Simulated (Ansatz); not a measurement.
MnI2. Charge 0, multiplicity 6. Geometry B3LYP-D4/def2-TZVP, basis def2-TZVP, Ansatz.

```xyz
3

Mn    0.008    0.008    0.002
I     0.230    0.459   -2.485
I    -0.239   -0.467    2.482
```

```csv
run,HOMO (eV),LUMO (eV)
A,-9.65,-1.65
B,-6.37,-4.40
C,-7.76,-2.53
D,-10.08,-0.92
E,-7.14,-3.27
F,-6.16,-4.45
```

In the def2 sets I takes a core potential; there is no spin–orbit coupling. LC-ωPBE has ω = 0.4 bohr⁻¹.

HOMO and LUMO are taken over both spins.

**Question.** The runs used BLYP, LC-ωPBE, PBE, r2SCAN0, r2SCANh, ωB97M-V. Estimate which is which.

**Answer.** A ωB97M-V (range-separated); B PBE (0 % exact exchange); C r2SCAN0 (25 % exact exchange); D LC-ωPBE (range-separated); E r2SCANh (10 % exact exchange); F BLYP (0 % exact exchange). Exact exchange lowers occupied and raises empty levels; among semilocal functionals meta-GGAs tend to open the gap a little, and such runs are hard to tell apart. The gap grows from 1.71 eV (BLYP) to 9.17 eV (LC-ωPBE).
